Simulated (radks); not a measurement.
Pd5+, 41 electrons, occupied as [Kr] 4d5.

Method: scalar-relativistic Kohn-Sham, exchange-only LDA, spin-polarised, spherical densities, point nucleus; open shells are filled with parallel spins first (spin-orbit coupling, left out, can overturn this in heavy ions); computed with a radial shooting solver on a logarithmic mesh with Libxc functionals.

Energy parts (hartree):
| part | energy |
|---|---|
| total | -5030.67879 |
| kinetic | 5220.23483 |
| electron-nucleus | -12051.01670 |
| Hartree | 1932.61811 |
| exchange | -132.51502 |

Orbitals (lengths in bohr, moments of r in powers of bohr; r(max) is where P^2 peaks):
| orbital | occ. | eigenvalue (hartree) | r(max) | <r^2> |
|---|---|---|---|---|
| 1s up | 1 | -889.7642 | 0.02068 | 0.001374 |
| 1s down | 1 | -889.7638 | 0.02068 | 0.001374 |
| 2s up | 1 | -132.3949 | 0.1170 | 0.02261 |
| 2s down | 1 | -132.3533 | 0.1169 | 0.02260 |
| 2p up | 3 | -119.0661 | 0.09342 | 0.01779 |
| 2p down | 3 | -119.0335 | 0.09341 | 0.01778 |
| 3s up | 1 | -26.17026 | 0.3422 | 0.1652 |
| 3s down | 1 | -26.14009 | 0.3422 | 0.1650 |
| 3p up | 3 | -21.79290 | 0.3351 | 0.1671 |
| 3p down | 3 | -21.76005 | 0.3352 | 0.1668 |
| 3d up | 5 | -14.82595 | 0.2817 | 0.1528 |
| 3d down | 5 | -14.78267 | 0.2818 | 0.1523 |
| 4s up | 1 | -5.93236 | 0.8455 | 0.9704 |
| 4s down | 1 | -5.74572 | 0.8418 | 0.9636 |
| 4p up | 3 | -4.64144 | 0.8984 | 1.143 |
| 4p down | 3 | -4.44833 | 0.8940 | 1.138 |
| 4d up | 5 | -2.73955 | 1.026 | 1.685 |
| 4d down | 0 | -2.54309 | 1.021 | 1.707 |
| 5s up | 0 | -1.99276 | 1.962 | 4.876 |
| 5s down | 0 | -1.85775 | 1.994 | 5.147 |
| 5p up | 0 | -1.63261 | 2.186 | 6.095 |
| 5p down | 0 | -1.51843 | 2.241 | 6.551 |

The highest occupied level is 4d up at -74.547 eV. For comparison, the ionisation energy in NIST's Atomic Spectra Database is 84 eV (theoretical). In exact Kohn-Sham theory the highest level is minus the ionisation energy, but local and semilocal functionals leave it too shallow, through self-interaction and a potential that decays too fast; potentials with the right tail come closer. Spin moment in Bohr magnetons: 5.
